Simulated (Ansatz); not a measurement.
**Question.** Name a neutral molecule of Al, Ga, N, O and H with HOMO energy (PBE/def2-TZVPP) between -5.10 and -4.80 eV and size of the dipole moment (B3LYP/def2-TZVPP) between 2.40 and 2.70 D (Ansatz, PBE0-D4/def2-TZVP geometry).

**Answer.** `[NH2][Al]1[O][GaH]1` (-4.95 eV, 2.58 D). Other molecules can fit too; these were computed, each in one conformer that needn't be the lowest.

B3LYP here is the variant with VWN-RPA as its local correlation; programs differ in this.
